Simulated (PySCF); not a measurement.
**input.py for CaBr⁺**

The script input.py:

```python
from pyscf import gto, scf, solvent

mol = gto.M(
    atom='Ca 0 0 0; Br 0 0 2.479',
    basis='cc-pvdz-dk',
    charge=1,
    spin=0,
    verbose=4,
)
mf = scf.RHF(mol)
mf = mf.sfx2c1e()
mf = solvent.PCM(mf)
mf.with_solvent.eps = 32.6
mf.kernel()
mf.analyze()
print('orbital energies (hartree):', mf.mo_energy[..., max(0, mol.nelec[1]-3):mol.nelec[0]+3].round(4))
```

```bash
$ OMP_NUM_THREADS=1 python input.py
```

Output (some set-up lines and the per-cycle HOMO/LUMO lines with their warnings removed):

```
PySCF version 2.14.0

[INPUT] verbose = 4
[INPUT] num. atoms = 2
[INPUT] num. electrons = 54
[INPUT] charge = 1
[INPUT] spin (= nelec alpha-beta = 2S) = 0
[INPUT] symmetry False subgroup None
[INPUT] Mole.unit = angstrom
[INPUT] Symbol           X                Y                Z      unit          X                Y                Z       unit  Magmom
[INPUT]  1 Ca     0.000000000000   0.000000000000   0.000000000000 AA    0.000000000000   0.000000000000   0.000000000000 Bohr   0.0
[INPUT]  2 Br     0.000000000000   0.000000000000   2.479000000000 AA    0.000000000000   0.000000000000   4.684631062797 Bohr   0.0

nuclear repulsion = 149.424787270674
number of shells = 12
number of NR pGTOs = 159
number of NR cGTOs = 54
basis = cc-pvdz-dk
ecp = {}

******** <class 'pyscf.solvent._attach_solvent.PCMsfX2C1eRHF'> ********
method = PCMsfX2C1eRHF
initial guess = minao
damping factor = 0
level_shift factor = 0
DIIS = <class 'pyscf.scf.diis.CDIIS'>
diis_start_cycle = 1
diis_space = 8
diis_damp = 0
SCF conv_tol = 1e-09
SCF conv_tol_grad = None
SCF max_cycles = 50
direct_scf = True
direct_scf_tol = 1e-13

******** <class 'pyscf.x2c.sfx2c1e.SpinFreeX2CHelper'> ********
approx = 1e
xuncontract = 1
******** <class 'pyscf.solvent.pcm.PCM'> (In testing) ********

WARN: PCM is an experimental feature. It is still in testing.
Features and APIs may be changed in the future.

lebedev_order = 29 (302 grids per sphere)
eps = 32.6
frozen = False
Set gradient conv threshold to 3.16228e-05
Initial guess from minao.
PCM E_diel = -0.000463384998232765
Solvent Energy = -0.000463384998232765
init E= -3284.11786919387
PCM E_diel = -0.136618052082443
Solvent Energy = -0.136618052082443
cycle= 1 E= -3283.93787768252  delta_E= 0.18  |g|= 0.204  |ddm|= 2.56
PCM E_diel = -0.128168327800066
Solvent Energy = -0.128168327800066
cycle= 2 E= -3283.96051700116  delta_E= -0.0226  |g|= 0.0685  |ddm|= 0.551
PCM E_diel = -0.129540778297648
Solvent Energy = -0.129540778297648
cycle= 3 E= -3283.96260958621  delta_E= -0.00209  |g|= 0.0193  |ddm|= 0.131
PCM E_diel = -0.129545029311524
Solvent Energy = -0.129545029311524
cycle= 4 E= -3283.96305786635  delta_E= -0.000448  |g|= 0.00495  |ddm|= 0.078
PCM E_diel = -0.129673628939876
Solvent Energy = -0.129673628939876
cycle= 5 E= -3283.96309473214  delta_E= -3.69e-05  |g|= 0.00113  |ddm|= 0.0342
PCM E_diel = -0.129750574037528
Solvent Energy = -0.129750574037528
cycle= 6 E= -3283.9630962509  delta_E= -1.52e-06  |g|= 0.000247  |ddm|= 0.00846
PCM E_diel = -0.12976492159201
Solvent Energy = -0.12976492159201
cycle= 7 E= -3283.96309629632  delta_E= -4.54e-08  |g|= 4.03e-05  |ddm|= 0.00116
PCM E_diel = -0.129767883977907
Solvent Energy = -0.129767883977907
cycle= 8 E= -3283.96309629774  delta_E= -1.41e-09  |g|= 7.49e-06  |ddm|= 0.000145
PCM E_diel = -0.129768366439859
Solvent Energy = -0.129768366439859
cycle= 9 E= -3283.9630962978  delta_E= -5.96e-11  |g|= 1.12e-06  |ddm|= 5.01e-05
PCM E_diel = -0.129768399098309
Solvent Energy = -0.129768399098309
Extra cycle  E= -3283.96309629779  delta_E= 2.73e-12  |g|= 4.03e-07  |ddm|= 3.95e-06
converged SCF energy = -3283.96309629779
**** SCF Summaries ****
Total Energy =                       -3283.963096297792617
Nuclear Repulsion Energy =             149.424787270673647
One-electron Energy =                -4844.488124258325115
Two-electron Energy =                 1411.230009088957104
Two-electron Coulomb Energy =         1537.907322743187706
DFT Exchange-Correlation Energy =     -126.677313654230602
**** MO energy ****
[16 lines left out]
MO #17  energy= -3.09340261522543  occ= 2
MO #18  energy= -3.09179753226008  occ= 2
MO #19  energy= -3.09179748775404  occ= 2
MO #20  energy= -2.32926668591865  occ= 2
MO #21  energy= -1.41661230821677  occ= 2
MO #22  energy= -1.41237295282002  occ= 2
MO #23  energy= -1.41237295279833  occ= 2
MO #24  energy= -1.00383701134499  occ= 2
MO #25  energy= -0.448773056974898 occ= 2
MO #26  energy= -0.419242288169904 occ= 2
MO #27  energy= -0.419242288151881 occ= 2
MO #28  energy= -0.0105015578784817 occ= 0
MO #29  energy= 0.0476048127302575 occ= 0
MO #30  energy= 0.0476048127438891 occ= 0
[24 lines left out]
 ** Mulliken pop on meta-lowdin orthogonal AOs  **
 ** Mulliken pop  **
pop of  0 Ca 1s           2.00000
pop of  0 Ca 2s           1.99999
pop of  0 Ca 3s           1.99966
pop of  0 Ca 4s           0.09864
pop of  0 Ca 5s           0.00257
pop of  0 Ca 2px          2.00000
pop of  0 Ca 2py          2.00000
pop of  0 Ca 2pz          2.00000
pop of  0 Ca 3px          1.99989
pop of  0 Ca 3py          1.99989
pop of  0 Ca 3pz          1.99942
pop of  0 Ca 4px          0.00696
[42 lines left out]
 ** Mulliken atomic charges  **
charge of    0Ca =      1.80825
charge of    1Br =     -0.80825
Dipole moment(X, Y, Z, Debye): -0.00000, -0.00000, -8.24646
orbital energies (hartree): [-0.4488 -0.4192 -0.4192 -0.0105  0.0476  0.0476]
```

In short: E(SCF) = -3283.963096 Eh, 9 cycles.

Hardware: Arm Neoverse V2, 1 thread, shared host. Wall time 3.8 s.

Stability towards an unrestricted solution was not tested. The bond length is a typed value, not an optimised one. The dipole of an ion depends on the origin.
